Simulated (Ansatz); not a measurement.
C10H9BO3, SMILES OB(O)c1occc1-c1ccccc1.

Coordinates come from a B3LYP-D3(BJ)/def2-SVP optimisation. The structure was generated by enumeration, and PubChem lists no compound with its InChIKey, so it may never have been made. One conformer was computed; it need not be the lowest.

Method: B3LYP-D3(BJ)/def2-SVP in Ansatz (an electronic-structure program).

Each state was relaxed at this level (stationary points, no frequency check), unrestricted for open shells, gas phase, no zero-point terms. λ is the four-point inner reorganisation energy.

cation: E(neutral) = -636.69916, E(cation at the neutral's geometry) = -636.40213, E(relaxed cation) = -636.41415, E(neutral at the cation's geometry) = -636.68261 hartree. triplet: E(neutral) = -636.69916, E(triplet at the neutral's geometry) = -636.57020, E(relaxed triplet) = -636.59385, E(neutral at the triplet's geometry) = -636.67667 hartree.

**Question.** Work out the vertical and adiabatic energies and the reorganisation energies.

**Answer.** 
```json
[
 {"quantity": "ionisation energy", "at the neutral's geometry (eV)": "8.08", "adiabatic (eV)": "7.76", "at the other state's geometry (eV)": "7.31", "relaxation of that state (meV)": "327", "relaxation of the neutral (meV)": "450", "λ (meV)": "777"},
 {"quantity": "T1 energy", "at the neutral's geometry (eV)": "3.51", "adiabatic (eV)": "2.87", "at the other state's geometry (eV)": "2.25", "relaxation of that state (meV)": "644", "relaxation of the neutral (meV)": "612", "λ (meV)": "1256"}
]
```
